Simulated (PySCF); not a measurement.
Mapped SMILES: `[CH:1]#[C:2][c:3]1[cH:4][n:5][o:6][cH:7]1`. Hydrogens are named by the atom that carries them.

Theoretical values (PySCF 2.14.0 with density-fitted response routines): shielding tensors at PBE0/pcSseg-1 (GIAO), GFN2-xTB geometry. In vacuum, non-relativistic Hamiltonian, one computed conformer.

δ = σ(ref) − σ, references computed at the same level: TMS for ¹³C (σref 186.93).

Q: Do the ¹³C shifts follow the atomic charges (in e)? Tabulate both.

A: 
```
atoms  hybridisation  δ (ppm)  σ para (ppm)  Hirshfeld    IAO  Mulliken  ESP-fitted
   C7            sp2    170.3          -235      +0.04  +0.05     +0.28       +0.05
   C4            sp2    156.9          -216      +0.00  -0.04     +0.17       +0.17
   C3            sp2    109.4          -178      -0.03  -0.10     -0.48       +0.07
   C1             sp     92.8          -166      -0.10  -0.22     -0.38       -0.28
   C2             sp     76.2          -133      -0.05  -0.03     +0.52       -0.18
```

Correlation coefficients of δ with charge over these carbons: Hirshfeld +0.87, IAO +0.59, Mulliken +0.18, ESP-fitted +0.77; with the paramagnetic shielding -0.99. With so few points, grouped by hybridisation, these coefficients are fragile. Charge is one influence among several: hybridisation and low-lying excitations act through the paramagnetic term.

Shifts are as computed. Against solution values, carbons near 30 ppm lie about +3 ppm off and those near 130 ppm about +5 ppm. Of 1211 compounds with measured shifts, 218 miss one by over three times the rms of a fit or turn the order of signals round; such compounds aren't used in these exercises.
